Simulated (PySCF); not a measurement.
PySCF job for C3H2Br2, SMILES C(=CBr)=CBr, TDDFT-PBE/def2-SVPD. The structure is a stationary point at B3LYP-D3(BJ)/def2-SVP.

```python
import numpy as np
from pyscf import gto, scf, dft, tdscf

mol = gto.M(
    atom='''
    Br   -2.59343604   -0.06495127    0.26793131
    C    -1.18782764    0.54075661   -0.87211809
    C     0.00000000   -0.00000000   -0.87797469
    C     1.18782763   -0.54075661   -0.87211809
    Br    2.59343604    0.06495127    0.26793131
    H    -1.48242299    1.37726548   -1.51096341
    H     1.48242299   -1.37726548   -1.51096342
    ''',
    basis='def2-SVPD',
    charge=0,
    spin=0,
    symmetry=True,
    max_memory=1600,
    verbose=4,
)
mf = dft.RKS(mol, xc='pbe').density_fit(auxbasis='def2-universal-jkfit')
mf.grids.level = 3
mf.conv_tol = 1e-9
mf.max_cycle = 100
mf.kernel()
mf.grids = dft.Grids(mol).set(level=1).build(with_non0tab=True)  # coarser grid for the response kernel
td = tdscf.TDDFT(mf)
td.singlet = True
td.nstates = 10
td.conv_tol = 1e-4
td.positive_eig_threshold = 1e-6
td.kernel(x0=td.get_init_guess(mf, 15))
td.analyze()
tt = tdscf.TDA(mf)
tt.singlet = False
tt.nstates = 4
tt.conv_tol = 1e-4
tt.positive_eig_threshold = 1e-6
tt.kernel(x0=tt.get_init_guess(mf, 9))
tt.analyze(verbose=3)
```

It prints:

```
PySCF version 2.14.0

[INPUT] verbose = 4
[INPUT] num. atoms = 7
[INPUT] num. electrons = 90
[INPUT] charge = 0
[INPUT] spin (= nelec alpha-beta = 2S) = 0
[INPUT] symmetry True subgroup None
[INPUT] Mole.unit = angstrom
[INPUT] Symbol           X                Y                Z      unit          X                Y                Z       unit  Magmom
[INPUT]  1 Br    -2.593436040000  -0.064951270000   0.267931310000 AA   -4.900883837177  -0.122740111743   0.506316796096 Bohr   0.0
[INPUT]  2 C     -1.187827640000   0.540756610000  -0.872118090000 AA   -2.244668922788   1.021881892948  -1.648064338379 Bohr   0.0
[INPUT]  3 C      0.000000000000   0.000000000000  -0.877974690000 AA    0.000000000000   0.000000000000  -1.659131708400 Bohr   0.0
[INPUT]  4 C      1.187827630000  -0.540756610000  -0.872118090000 AA    2.244668903891  -1.021881892948  -1.648064338379 Bohr   0.0
[INPUT]  5 Br     2.593436040000   0.064951270000   0.267931310000 AA    4.900883837177   0.122740111743   0.506316796096 Bohr   0.0
[INPUT]  6 H     -1.482422990000   1.377265480000  -1.510963410000 AA   -2.801373451859   2.602654558018  -2.855307029139 Bohr   0.0
[INPUT]  7 H      1.482422990000  -1.377265480000  -1.510963420000 AA    2.801373451859  -2.602654558018  -2.855307048036 Bohr   0.0

nuclear repulsion = 445.497727698598
point group symmetry = C2
symmetry origin: [-1.25981746e-09  0.00000000e+00 -7.34893496e-09]
symmetry axis x: [ 1.00000000e+00 -5.18943226e-10  7.99980858e-11]
symmetry axis y: [-5.18943226e-10 -1.00000000e+00  8.74720820e-10]
symmetry axis z: [-7.99980854e-11  8.74720845e-10  1.00000000e+00]
num. orbitals of irrep A = 81
num. orbitals of irrep B = 77
number of shells = 62
number of NR pGTOs = 276
number of NR cGTOs = 158
basis = def2-SVPD
ecp = {}


[settings echo left out]
init E= -5260.49652778255
HOMO (B) = -0.275330983618276  LUMO (A) = -0.11953883740508  gap/eV = 4.23932
cycle= 1 E= -5262.127109064  delta_E= -1.63  |g|= 0.362  |ddm|= 8.01
HOMO (B) = -0.209291349173889  LUMO (A) = -0.0657268091259411  gap/eV = 3.90659
cycle= 2 E= -5262.07663293539  delta_E= 0.0505  |g|= 0.527  |ddm|= 1.32
HOMO (B) = -0.242857471965974  LUMO (A) = -0.0951309416691157  gap/eV = 4.01984
cycle= 3 E= -5262.13855463256  delta_E= -0.0619  |g|= 0.202  |ddm|= 1.44
HOMO (B) = -0.242237649921162  LUMO (A) = -0.0933775505529839  gap/eV = 4.05069
cycle= 4 E= -5262.15043850342  delta_E= -0.0119  |g|= 0.0249  |ddm|= 0.399
HOMO (B) = -0.241890482358046  LUMO (A) = -0.0915835439829893  gap/eV = 4.09006
cycle= 5 E= -5262.15050638656  delta_E= -6.79e-05  |g|= 0.0189  |ddm|= 0.0615
HOMO (B) = -0.241941125168455  LUMO (A) = -0.0921880021560737  gap/eV = 4.07499
cycle= 6 E= -5262.15060784177  delta_E= -0.000101  |g|= 0.00236  |ddm|= 0.0325
HOMO (B) = -0.24188787071816  LUMO (A) = -0.0921248445740943  gap/eV = 4.07526
cycle= 7 E= -5262.15060973394  delta_E= -1.89e-06  |g|= 0.000304  |ddm|= 0.00807
HOMO (B) = -0.241905866596265  LUMO (A) = -0.0921447219400244  gap/eV = 4.07521
cycle= 8 E= -5262.15060976185  delta_E= -2.79e-08  |g|= 9.11e-05  |ddm|= 0.00117
HOMO (B) = -0.241900269912729  LUMO (A) = -0.0921390380188574  gap/eV = 4.07521
cycle= 9 E= -5262.1506097642  delta_E= -2.35e-09  |g|= 1.27e-05  |ddm|= 0.000255
HOMO (B) = -0.241900544917169  LUMO (A) = -0.0921396416059035  gap/eV = 4.07520
cycle= 10 E= -5262.15060976428  delta_E= -7.55e-11  |g|= 4.11e-06  |ddm|= 3.54e-05
HOMO (B) = -0.241900679527568  LUMO (A) = -0.092139577606452  gap/eV = 4.07521
Extra cycle  E= -5262.15060976423  delta_E= 4.91e-11  |g|= 6.98e-06  |ddm|= 3.13e-05
converged SCF energy = -5262.15060976423
tot grids = 35152
Overwritten attributes  positive_eig_threshold  of <class 'pyscf.tdscf.rks.CasidaTDDFT'>


******** <class 'pyscf.tdscf.rks.CasidaTDDFT'> for <class 'pyscf.df.df_jk.DFSymAdaptedRKS'> ********
nstates = 10 singlet
deg_eia_thresh = 1.000e-03
wfnsym = None
conv_tol = 0.0001
eigh lindep = 1e-12
eigh level_shift = 0
eigh max_cycle = 100


Excitation energies (eV)
[4.2541225  4.29875376 4.46434194 4.83220557 4.86218444 5.01588735
 5.02551246 5.14662978 6.02714519 6.10140669]

** Singlet excitation energies and oscillator strengths **
Excited State   1:    B      4.25412 eV    291.44 nm  f=0.0005
      44 -> 47        0.48147
      45 -> 46        0.51576
Excited State   2:    A      4.29875 eV    288.42 nm  f=0.0005
      44 -> 46       -0.57770
      45 -> 47       -0.40424
Excited State   3:    A      4.46434 eV    277.72 nm  f=0.0001
      44 -> 46        0.39339
      45 -> 47       -0.56871
Excited State   4:    B      4.83221 eV    256.58 nm  f=0.0002
      42 -> 47       -0.31013
      43 -> 46       -0.63413
Excited State   5:    A      4.86218 eV    255.00 nm  f=0.0000
      42 -> 46       -0.47713
      43 -> 47       -0.52003
Excited State   6:    A      5.01589 eV    247.18 nm  f=0.0000
      42 -> 46        0.51879
      43 -> 47       -0.47562
Excited State   7:    B      5.02551 eV    246.71 nm  f=0.0100
      42 -> 47        0.62746
      43 -> 46       -0.30984
Excited State   8:    B      5.14663 eV    240.90 nm  f=0.4915
      40 -> 47        0.16636
      41 -> 46       -0.17790
      44 -> 47       -0.46513
      45 -> 46        0.43348
      45 -> 48        0.12658
Excited State   9:    B      6.02715 eV    205.71 nm  f=0.0280
      41 -> 46       -0.17046
      45 -> 48       -0.67700
Excited State  10:    A      6.10141 eV    203.21 nm  f=0.0040
      40 -> 46       -0.11597
      44 -> 48       -0.65539
      45 -> 49       -0.20668

** Transition electric dipole moments (AU) **
state          X           Y           Z        Dip. S.      Osc.
  1         0.0367     -0.0613     -0.0000      0.0051      0.0005
  2         0.0000      0.0000      0.0719      0.0052      0.0005
  3         0.0000      0.0000     -0.0304      0.0009      0.0001
  4         0.0446     -0.0028      0.0000      0.0020      0.0002
  5        -0.0000     -0.0000     -0.0038      0.0000      0.0000
  6        -0.0000      0.0000     -0.0052      0.0000      0.0000
  7        -0.2701      0.0904      0.0000      0.0811      0.0100
  8         1.9744      0.0078     -0.0000      3.8984      0.4915
  9         0.4224     -0.1044     -0.0000      0.1894      0.0280
 10         0.0000      0.0000     -0.1633      0.0267      0.0040

** Transition velocity dipole moments (imaginary part, AU) **
state          X           Y           Z        Dip. S.      Osc.
  1         0.0045     -0.0120      0.0000      0.0002      0.0007
  2        -0.0000     -0.0000      0.0150      0.0002      0.0009
  3         0.0000      0.0000     -0.0034      0.0000      0.0000
  4         0.0070      0.0015      0.0000      0.0001      0.0002
  5        -0.0000      0.0000     -0.0024      0.0000      0.0000
  6         0.0000     -0.0000     -0.0029      0.0000      0.0000
  7        -0.0515      0.0190     -0.0000      0.0030      0.0109
  8         0.3715      0.0021     -0.0000      0.1380      0.4864
  9         0.0942     -0.0176     -0.0000      0.0092      0.0276
 10         0.0000      0.0000     -0.0289      0.0008      0.0025

** Transition magnetic dipole moments (imaginary part, AU) **
state          X           Y           Z
  1        -0.4447      0.2169      0.0000
  2        -0.0000      0.0000     -0.1198
  3        -0.0000      0.0000     -0.0505
  4        -0.5501     -0.0823     -0.0000
  5         0.0000     -0.0000     -0.2115
  6         0.0000      0.0000     -0.1173
  7         0.0814     -0.1837     -0.0000
  8         0.4585      1.2112      0.0000
  9        -0.4830      0.4074     -0.0000
 10         0.0000      0.0000      0.2237
Overwritten attributes  positive_eig_threshold  of <class 'pyscf.tdscf.rks.TDA'>


******** <class 'pyscf.tdscf.rks.TDA'> for <class 'pyscf.df.df_jk.DFSymAdaptedRKS'> ********
nstates = 4 triplet
deg_eia_thresh = 1.000e-03
wfnsym = None
conv_tol = 0.0001
eigh lindep = 1e-12
eigh level_shift = 0
eigh max_cycle = 100


Excitation energies (eV)
[3.61868942 3.68855331 3.8750744  3.90515976]

** Triplet excitation energies and oscillator strengths **
Excited State   1:    A      3.61869 eV    342.62 nm  f=0.0000
Excited State   2:    B      3.68855 eV    336.13 nm  f=0.0000
Excited State   3:    A      3.87507 eV    319.95 nm  f=0.0000
Excited State   4:    B      3.90516 eV    317.49 nm  f=0.0000
```

The calculation finished and met its thresholds.
